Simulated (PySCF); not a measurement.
## Eu(BH4)2 at several levels of theory

Computed with PySCF 2.14.0 (density fitting, no spin-orbit coupling) at the geometry relaxed with PBE0:

```xyz
11
Eu(BH4)2 (singlet in the valence; each metal's 4f electrons, 7 of them, lie in its core potential, out of spins and levels)
Eu    0.0001    0.0000    0.7949
B     2.6176   -0.0029    0.8016
H     3.8288   -0.0028    0.8092
H     2.1415   -0.8218    1.6265
H     2.1503   -0.3088   -0.3229
H     2.1475    1.1226    1.0967
B    -2.6175    0.0029    0.8016
H    -3.8287    0.0029    0.8092
H    -2.1415    0.8218    1.6266
H    -2.1503    0.3089   -0.3229
H    -2.1476   -1.1227    1.0967
```

```tsv
level	basis	state	HOMO (eV)	gap (eV)	charge on Eu1 (e)	population of f-type functions on Eu1 (polarisation alone where 4f lies in the core)	dipole about the centre of mass (D)	largest force component (eV/Å)
PBE0	Eu lcecp-0-SVP with ECP53, B def2-SVP, H def2-SVP	singlet	–	–	0.79	0.03	0.04	0.02
wB97X	the same	singlet	–	–	0.84	0.03	0.04	0.12
PBE0	Eu lcecp-0-TZVP with ECP53, B def2-TZVP, H def2-TZVP	singlet	–	–	1.07	0.03	0.04	0.30
```

In the lcecp rows the 4f levels are missing from HOMO and gap, and the state counts the valence alone.

Charges are Mulliken's, which hang on the basis. The relaxation used the grid (50, 194), these runs (75, 302) or, all-electron (x2c bases, spin-free X2C Hamiltonian), (99, 590).

**Question.** What does TPSSh with Eu lcecp-0-SVP with ECP53, B def2-SVP, H def2-SVP give here?

**Answer.** state singlet, charge on Eu1 (e) 0.80, population of f-type functions on Eu1 (polarisation alone where 4f lies in the core) 0.03, dipole about the centre of mass (D) 0.04, largest force component (eV/Å) 0.17. Time: 12 s on 2 threads of Intel(R) Xeon(R) Platinum 8259CL CPU @ 2.50GHz (Skylake/Cascade Lake), on a shared host, from an already converged density.

An lcecp potential fixes the number of 4f electrons, so in runs with it no electron can move into or out of that shell.
